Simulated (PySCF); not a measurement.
Input for PySCF:
```python
from pyscf import gto, scf

mol = gto.Mole()
mol.atom = '''
    Si   -0.20528811   -0.06219863    0.51082701
    C     1.31207368   -1.08742731    0.99333014
    N    -1.35261987   -1.13922639   -0.18327422
    Cl    0.23637629    1.25175426   -0.96179428
    H    -0.68011000    0.73619829    1.64736322
    H     1.07189798   -1.79624267    1.77951977
    H     1.69561891   -1.65001895    0.14682430
    H     2.11470006   -0.45405942    1.35885741
    H    -1.62971662   -1.96861033    0.31364746
    H    -2.12085651   -0.77716015   -0.72434904
'''
mol.basis = 'def2-svpd'
mol.verbose = 4
mol.max_memory = 1800
mol.build()

mf = scf.RHF(mol)
mf = mf.density_fit(auxbasis='def2-universal-jkfit')
mf.kernel()
```

### Question
Estimate the HOMO energy that PySCF with DF-HF/def2-SVPD returns for this input.

### Answer
-11.12 eV

### Question
Predict the HOMO-LUMO gap from DF-HF/def2-SVPD.

### Answer
13.46 eV

### Question
Predict the number of basis functions from DF-HF/def2-SVPD.

### Answer
139

### Question
What dipole moment does DF-HF/def2-SVPD give?

### Answer
2.35 D

### Question
Estimate the nuclear repulsion energy that DF-HF/def2-SVPD returns for this input.

### Answer
223.9561 Eh
